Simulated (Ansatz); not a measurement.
## Energy profile

The step: SiH₄O₄ ([OH][Si]([OH])([OH])[OH]) → SiH₂O₃ ([O][Si]([OH])[OH]) + H₂O (still joined by a long Si–O bond); bonds formed: O2–H4; bonds broken: O3–H4; bonds weakened to dative contacts: Si1–O2 (atoms numbered as in the saddle structure below).

```json
{"atom": "Si1", "x (Å)": "-0.2958", "y (Å)": "-0.3386", "z (Å)": "-0.1251"}
{"atom": "O2", "x (Å)": "1.3484", "y (Å)": "0.0444", "z (Å)": "0.6603"}
{"atom": "O3", "x (Å)": "-0.5823", "y (Å)": "-1.1965", "z (Å)": "1.1365"}
{"atom": "H4", "x (Å)": "0.8010", "y (Å)": "-0.5636", "z (Å)": "1.3636"}
{"atom": "O5", "x (Å)": "-1.0109", "y (Å)": "1.1078", "z (Å)": "-0.3921"}
{"atom": "O6", "x (Å)": "0.0523", "y (Å)": "-0.9598", "z (Å)": "-1.5770"}
{"atom": "H7", "x (Å)": "1.4822", "y (Å)": "0.9438", "z (Å)": "0.9803"}
{"atom": "H8", "x (Å)": "-1.6213", "y (Å)": "1.3877", "z (Å)": "0.2935"}
{"atom": "H9", "x (Å)": "-0.1736", "y (Å)": "-0.4254", "z (Å)": "-2.3400"}
```

Electronic energies by CCSD(T) at an estimated basis limit (MP2 extrapolated from triple and quadruple zeta, plus CCSD(T) − MP2 in triple zeta), on PBE0-D4/def2-TZVP structures; SiH₄O₄, singlet; no counterpoise correction. Ansatz 0.2.0; basis: def2-TZVPP and def2-QZVPP; cores frozen in the correlated methods. Extrapolation: Hartree–Fock as exp(−7.88 √X), correlation as X^−2.97.

Question: Give the profile in kJ/mol, counted from the start structure. (Judge from chemistry; the value comes from the calculation.)

Answer: The calculation gives:
```
                                                                                                        point  kJ/mol
                                                                                              start structure     0.0
                                                                                                       saddle   226.3
                                                                                                end structure   212.2
separated: SiH₂O₃ (linked as [O][Si]([OH])[OH]; Si1, O3, O5, O6, H8, H9; singlet) + H₂O (O2, H4, H7; singlet)   297.4
```

No T1 diagnostic of these runs exceeds 0.016.

For scale, one of the runs: CCSD(T)/def2-TZVPP, 222 basis functions, launched by `ansatz run in.yaml --threads 4 --pin off --events-out ev --progress --plain --max-ram 9574MiB`. The run took 91 s on 4 CPU threads of an Arm Neoverse V2 (shared host), with 3.7 GiB of host memory at its peak.
